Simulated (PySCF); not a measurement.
C₄H₆BF, SMILES FB1C=CCC1.

Geometry: TPSSh-D3(BJ)/def2-SVP. The structure was generated by enumeration, and PubChem lists no compound with its InChIKey, so it may never have been made. One conformer was computed; it need not be the lowest.

These are PySCF with PBE/def2-TZVP values and carry that method's errors.

Symmetry labels are those of the subgroup Cs that the program uses (full group Cs).

Computed valence orbital energies around the gap with their symmetry:
```
orbital  symmetry  energy (eV)
-------  --------  -----------
HOMO−7         A"       -10.35
HOMO−6         A'       -10.33
HOMO−5         A'        -9.58
HOMO−4         A'        -8.90
HOMO−3         A"        -8.68
HOMO−2         A'        -8.38
HOMO−1         A'        -6.91
HOMO           A"        -6.79
LUMO           A"        -2.01
LUMO+1         A'         0.30
LUMO+2         A"         0.55
LUMO+3         A'         0.93
```
